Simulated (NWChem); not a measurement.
System: C$_{2}$H$_{3}$CaFO$_{2}$

Input file for NWChem:

```
start job
memory heap 200 mb stack 900 mb global 1100 mb
geometry units angstroms noautoz
  Ca     0.207920    -1.370808     0.000000
  F      0.108980    -3.413600     0.000000
  C      0.373437     2.815661     0.000000
  C      0.331394     1.301119     0.000000
  O      0.300108     0.683951    -1.118025
  O      0.300108     0.683951     1.118025
  H      0.869566     3.185891     0.899805
  H      0.869566     3.185891    -0.899805
  H     -0.655737     3.195633     0.000000
end
basis spherical
  * library 6-31g*
end
dft
  xc m06-l
  iterations 150
  mulliken
end
task dft gradient
```

NWChem printed, in part:

```
             Northwest Computational Chemistry Package (NWChem) 7.3.0
             --------------------------------------------------------

 CS  symmetry detected

                             Geometry "geometry" -> ""
                             -------------------------

 Output coordinates in angstroms (scale by  1.889725989 to convert to a.u.)

  No.       Tag          Charge          X              Y              Z
 ---- ---------------- ---------- -------------- -------------- --------------
    1 Ca                  20.0000     0.00336778     1.15627638     0.00000000
    2 F                    9.0000    -0.00773458     3.20143286     0.00000000
    3 C                    6.0000    -0.01109404    -3.03343834     0.00000000
    4 C                    6.0000     0.01195757    -1.51848827     0.00000000
    5 O                    8.0000     0.00721035    -0.90054603    -1.11802500
    6 O                    8.0000     0.00721035    -0.90054603     1.11802500
    7 H                    1.0000     0.46867416    -3.42463741     0.89980500
    8 H                    1.0000     0.46867416    -3.42463741    -0.89980500
    9 H                    1.0000    -1.05563952    -3.36885239     0.00000000

 Effective nuclear repulsion energy (a.u.)     306.6935624643

      Symmetry information
      --------------------

 Group name             Cs
 Group number              2
 Group order               2
 No. of unique centers     7

                                 NWChem DFT Module
                                 -----------------

 Summary of "ao basis" -> "ao basis" (spherical)
 ------------------------------------------------------------------------------
       Tag                 Description            Shells   Functions and Types
 ---------------- ------------------------------  ------  ---------------------
 Ca                          6-31g*                 10       22   5s4p1d
 F                           6-31g*                  6       14   3s2p1d
 C                           6-31g*                  6       14   3s2p1d
 O                           6-31g*                  6       14   3s2p1d
 H                           6-31g*                  2        2   2s

      Symmetry analysis of basis
      --------------------------

        a'         64
        a"         34

            General Information
            -------------------
          SCF calculation type: DFT
          Wavefunction type:  closed shell.
          No. of atoms     :     9
          No. of electrons :    60
           Alpha electrons :    30
            Beta electrons :    30
          Charge           :     0
          Spin multiplicity:     1
          Use of symmetry is: on ; symmetry adaption is: on
          Maximum number of iterations: 150
          AO basis - number of functions:    98
                     number of shells:    46
          Convergence on energy requested:  1.00D-06
          Convergence on density requested:  1.00D-05
          Convergence on gradient requested:  5.00D-04

              XC Information
              --------------
                        M06-L Method XC Functional
                         M06-L Exchange Functional  1.000
                       M06-L Correlation Potential  1.000

             Grid Information
             ----------------
          Grid used for XC integration:  medium
          Radial quadrature: Mura-Knowles
          Angular quadrature: Lebedev.
          Tag              B.-S. Rad. Rad. Pts. Rad. Cut. Ang. Pts.
          ---              ---------- --------- --------- ---------
          Ca                  1.80      112          11.0       590
          F                   0.50       49          11.0       434
          C                   0.70       49          13.0       434
          O                   0.60       49           9.0       434
          H                   0.35       45          14.0       434
          Grid pruning is: on
          Number of quadrature shells:   398
          Spatial weights used:  Erf1

      Superposition of Atomic Density Guess
      -------------------------------------

 Sum of atomic energies:       -1002.40416546

      Non-variational initial energy
      ------------------------------

 Total energy =   -1004.152080
 1-e energy   =   -1984.729701
 2-e energy   =     673.884059
 HOMO         =      -0.404540
 LUMO         =      -0.108935

      Symmetry analysis of molecular orbitals - initial
      -------------------------------------------------

  Numbering of irreducible representations:

     1 a'          2 a"

  Orbital symmetries:

     1 a'          2 a'          3 a'          4 a"          5 a'
     6 a'          7 a"          8 a'          9 a'         10 a'
    11 a'         12 a'         13 a'         14 a"         15 a'
    16 a'         17 a"         18 a'         19 a'         20 a"
    21 a'         22 a'         23 a"         24 a'         25 a'
    26 a"         27 a'         28 a"         29 a"         30 a'
    31 a'         32 a'         33 a'         34 a"         35 a'
    36 a'         37 a'         38 a'         39 a"         40 a"

     ---------------------------------------------
      Total Density - Mulliken Population Analysis
     ---------------------------------------------

    Atom       Charge   Shell Charges
 -----------   ------   -------------------------------------------------------
    1 Ca  20    18.39   2.00  2.00  6.00  2.00  6.00  0.16  0.07  0.02  0.02  0.12
    2 F    9     9.89   2.00  0.97  3.61  1.02  2.29  0.00
    3 C    6     6.73   2.00  0.72  2.05  0.68  1.25  0.03
    4 C    6     4.79   2.00  0.67  1.39  0.33  0.30  0.11
    5 O    8     8.97   2.00  0.94  3.12  0.96  1.94  0.02
    6 O    8     8.97   2.00  0.94  3.12  0.96  1.94  0.02
    7 H    1     0.76   0.46  0.30
    8 H    1     0.76   0.46  0.30
    9 H    1     0.74   0.45  0.29

   convergence    iter        energy       DeltaE   RMS-Dens  Diis-err
 ---------------- ----- ----------------- --------- --------- ---------
 d= 0,ls=0.0,diis     1  -1005.7530460872 -1.31D+03  4.22D-02  1.90D+00
 d= 0,ls=0.0,diis     2  -1000.6898831717  5.06D+00  3.87D-02  3.83D+01
 d= 0,ls=0.0,diis     3  -1005.7829721281 -5.09D+00  8.90D-03  1.81D+00
 d= 0,ls=0.0,diis     4  -1005.9478401873 -1.65D-01  2.57D-03  2.07D-01
 d= 0,ls=0.0,diis     5  -1005.9650783280 -1.72D-02  3.28D-03  1.90D-02
  Resetting Diis
 d= 0,ls=0.0,diis     6  -1005.9191857659  4.59D-02  2.82D-03  6.74D-02
 d= 0,ls=0.0,diis     7  -1005.9428502549 -2.37D-02  4.73D-03  1.81D-02
 d= 0,ls=0.0,diis     8  -1005.9522480717 -9.40D-03  1.20D-03  3.34D-02
 d= 0,ls=0.0,diis     9  -1005.9556552086 -3.41D-03  6.10D-04  4.81D-04
 d= 0,ls=0.0,diis    10  -1005.9558088258 -1.54D-04  2.43D-04  4.60D-05
 d= 0,ls=0.0,diis    11  -1005.9558346845 -2.59D-05  1.23D-04  2.18D-05
 d= 0,ls=0.0,diis    12  -1005.9558364687 -1.78D-06  4.53D-05  3.72D-06
 d= 0,ls=0.0,diis    13  -1005.9558372159 -7.47D-07  2.22D-05  1.64D-06
 d= 0,ls=0.0,diis    14  -1005.9558365917  6.24D-07  1.33D-05  7.16D-08
 d= 0,ls=0.0,diis    15  -1005.9558385161 -1.92D-06  2.51D-06  6.13D-09
 d= 0,ls=0.0,diis    16  -1005.9558385195 -3.37D-09  1.45D-06  7.65D-10

         Total DFT energy =    -1005.955838519451
      One electron energy =    -1991.932103966963
           Coulomb energy =      755.279393388123
    Exchange-Corr. energy =      -75.996690404923
 Nuclear repulsion energy =      306.693562464312

 Numeric. integr. density =       60.000007872515

                  Occupations of the irreducible representations
                  ----------------------------------------------

                     irrep           alpha         beta
                     --------     --------     --------
                     a'               21.0         21.0
                     a"                9.0          9.0

                       DFT Final Molecular Orbital Analysis
                       ------------------------------------

 Vector   28  Occ=2.000000D+00  E=-2.330962D-01  Symmetry=a'
              MO Center= -4.7D-03,  2.3D+00, -8.0D-14, r^2= 4.2D+00
   Bfn.  Coefficient  Atom+Function         Bfn.  Coefficient  Atom+Function
  ----- ------------  ---------------      ----- ------------  ---------------
    26      0.562377  2 F  py                30      0.418070  2 F  py
    68      0.182662  5 O  py                82      0.182662  6 O  py
     8      0.154081  1 Ca py                72      0.147368  5 O  py
    86      0.147368  6 O  py                10     -0.144443  1 Ca s
    12     -0.138025  1 Ca py                16      0.135381  1 Ca py

[...]

                         DFT ENERGY GRADIENTS

    atom               coordinates                        gradient
                 x          y          z           x          y          z
   1 Ca      0.006364   2.185046   0.000000   -0.000005   0.003100   0.000000
   2 F      -0.014616   6.049831   0.000000    0.000007  -0.002157   0.000000
   3 C      -0.020965  -5.732367   0.000000   -0.000164  -0.007387   0.000000
   4 C       0.022597  -2.869527   0.000000    0.000617   0.000895   0.000000
   5 O       0.013626  -1.701785  -2.112761   -0.000143   0.002057  -0.003378
   6 O       0.013626  -1.701785   2.112761   -0.000143   0.002057   0.003378
   7 H       0.885666  -6.471626   1.700385    0.000352   0.000575  -0.000008
   8 H       0.885666  -6.471626  -1.700385    0.000352   0.000575   0.000008
   9 H      -1.994869  -6.366208   0.000000   -0.000873   0.000286   0.000000
```

Level: M06-L/6-31G* (spherical d). Structure relaxed at the B3LYP/6-31G* (spherical d) level.
